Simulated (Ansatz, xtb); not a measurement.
# C6H5ClSi: which of two isomers lies lower

Structure I is `C#C[Si]1(Cl)C=CC=C1`, a singlet and structure II is `C#CC1=CC=C[SiH]1Cl`, a singlet. Both are isolated molecules in the gas phase, relaxed with r2SCAN-D4/def2-SVP.

I (Å):

```tsv
atom	x (Å)	y (Å)	z (Å)
C	-2.8321	-1.8562	-0.6155
C	-2.2023	-0.8199	-0.4710
C	0.1248	0.5975	1.0093
C	1.2779	0.8114	0.3339
C	1.1715	1.0805	-1.1259
C	-0.0701	1.0901	-1.6644
Cl	-2.5744	2.2633	0.1234
Si	-1.2416	0.7170	-0.2584
H	-3.3900	-2.7675	-0.7421
H	0.0913	0.3898	2.0810
H	2.2681	0.7969	0.8064
H	2.0848	1.2606	-1.7067
H	-0.2590	1.2756	-2.7240
```

II (Å):

```xyz
13

C    -2.4223   -0.6741    1.9861
C    -1.7184   -0.1910    1.1121
C    -0.8729    0.3008    0.1040
C    -0.9433    1.5290   -0.4953
C     0.0522    1.8189   -1.5423
C     0.9597    0.8543   -1.8407
Cl    0.1015   -2.3360   -1.6305
Si    0.6138   -0.5662   -0.6843
H    -3.0494   -1.0875    2.7539
H    -1.6992    2.2754   -0.2261
H     0.0261    2.7941   -2.0442
H     1.7298    0.9866   -2.6040
H     1.6988   -0.8716    0.2870
```

Quicker runs give these differences E(II) − E(I): GFN2-xTB −0.607 eV; HF/STO-3G +0.373 eV (at GFN2-xTB geometries); r2SCAN-D4/def2-SVP//GFN2-xTB +0.152 eV.

Task: Estimate E(II) − E(I) at the level CCSD(T)/def2-SVP + ΔMP2/def2-TZVPP.

Result: Calculated at CCSD(T)/def2-SVP + ΔMP2/def2-TZVPP: E(II) − E(I) = +0.395 eV, so structure I lies lower.

How the difference moves with the method:

```
                             level            geometry  E(II) − E(I) (eV)  departure from the last row (eV)  job, with rough time for the two
                          GFN2-xTB            GFN2-xTB              −0.607                            −1.002              optimisation, 0.22 s
                         HF/STO-3G            GFN2-xTB              +0.373                            −0.022               single point, 0.7 s
      r2SCAN-D4/def2-SVP//GFN2-xTB            GFN2-xTB              +0.152                            −0.244               single point, 8.1 s
                r2SCAN-D4/def2-SVP  r2SCAN-D4/def2-SVP              +0.153                            −0.242                optimisation, 74 s
                       HF/def2-SVP  r2SCAN-D4/def2-SVP              +0.350                            −0.045           part of the CCSD(T) run
                      MP2/def2-SVP  r2SCAN-D4/def2-SVP              +0.241                            −0.154           part of the CCSD(T) run
                  CCSD(T)/def2-SVP  r2SCAN-D4/def2-SVP              +0.261                            −0.134                      single point
CCSD(T)/def2-SVP + ΔMP2/def2-TZVPP  r2SCAN-D4/def2-SVP              +0.395                                               single point, 2.6 min
```

As drawn, II has 1 C–C, 1 Si–H in place of 1 C–Si, 1 C–H.

GFN2-xTB puts the two in the other order. The largest departure from CCSD(T)/def2-SVP + ΔMP2/def2-TZVPP is that of GFN2-xTB, 1.002 eV. The last row adds to CCSD(T) the change of the MP2 difference between the two basis sets, here +0.134 eV, a large step that makes the value less sure.

With thermal terms from frequencies at re-optimised GFN2-xTB minima (ideal gas, soft modes damped towards free rotors, one conformer each, 298.15 K, 1 atm): on the last row, ΔE + ΔZPE = +0.332, ΔH = +0.327, ΔG = +0.345 eV.

The correlated steps freeze 16 core orbitals. Run with Ansatz 0.2.0, xtb 6.7.1; the last row on 2 threads of Arm Neoverse V2 on a shared host.
